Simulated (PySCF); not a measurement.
**Calculated properties of `CC(C)S[SiH3]`**

C3H10SSi.
Bonds: C1–C2, C2–C3, C2–S4, S4–Si5. Hydrogens: H6, H7, H8 on C1; H9 on C2; H10, H11, H12 on C3; H13, H14, H15 on Si5.

From PBE0-D3(BJ)/def2-SVP geometry optimisation, gas phase (PySCF):

```yaml
Point_group: C1
Rotational_constants_A_B_C: 5.343, 1.794, 1.506 GHz
```

**CAM-B3LYP/def2-SVPD ground state and vertical TDDFT (core frozen in the response) (PySCF)**

```yaml
Dipole_moment: 1.68 D
HOMO_energy: -8.20 eV
LUMO_energy: 0.99 eV
HOMO–LUMO_gap: 9.19 eV
Lowest_singlet_excitation: 5.66 eV (219 nm, f = 0.006)
Strongest_line_among_the_6_lowest_singlet_transitions: S6 at 7.42 eV (167 nm, f = 0.031)
Static_isotropic_polarisability: 87.9 au
Electronic_spatial_extent_⟨r²⟩_about_the_centre_of_nuclear_charge: 878 bohr²
```

Monoisotopic mass (most abundant isotopes): 106.0272 u.

The rotational constants make it an asymmetric top with κ = (2B − A − C)/(A − C) = -0.85, nearer the prolate limit (−1). With B = h/(8π²I), that is 505.379 GHz u Å² over I, the principal moments of inertia are 94.6, 281.7 and 335.6 u Å² (most abundant isotopes); the inertial defect Ic − Ia − Ib is -40.7 u Å² (zero for a rigid planar frame, negative otherwise). S1 lies 3.53 eV below the HOMO–LUMO gap; its leading configuration is HOMO→LUMO, weight 0.56. A dipole of 1.68 D is allowed in C1, and pure rotational transitions are dipole-allowed. The largest Löwdin shares of the HOMO are 0.70 on S4, 0.10 on Si5 and 0.08 on C2. No computed singlet falls in the visible range (750 to 380 nm, 1.65 to 3.26 eV); S1 lies 2.40 eV above its blue end. The principal polarisabilities are 74.8, 83.0 and 106.0 au; their mean is the isotropic value.

The values belong to the conformer `[CH3:1][CH:2]([CH3:3])[S:4][SiH3:5]`: C1–C2–S4–Si5 164°.
